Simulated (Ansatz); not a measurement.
Job for Ansatz (an electronic-structure program): U-wB97X-V/def2-TZVPPD on HKO (SMILES [OH][K]), a point of a bond scan (R = 1.292 Å). Files ending in .json are basis or fitting sets from the Basis Set Exchange.

Ansatz 0.2 input:
```yaml
crystal:
  periodic: [false, false, false]
  atoms:
    - {symbol: K, position_ang: [-0.00000000, -0.00000000, -0.74842630]}
    - {symbol: O, position_ang: [0.00000000, 0.00000000, 1.47363496]}
    - {symbol: H, position_ang: [0.00000000, 0.00000000, 2.76610484]}
basis:
  gaussian:
    orbitals: def2-TZVPPD.json
hamiltonian:
  xc: {name: wB97X-V}
magnetization: {spin_polarized: true, initial_magnetization: 0}
```

**Question.** What total energy does the run end on?

**Answer.** -675.6356 hartree.

**Question.** How many basis functions does it have, and what does it roughly cost on one machine?

**Answer.** 93 functions; very roughly 6 core-seconds.
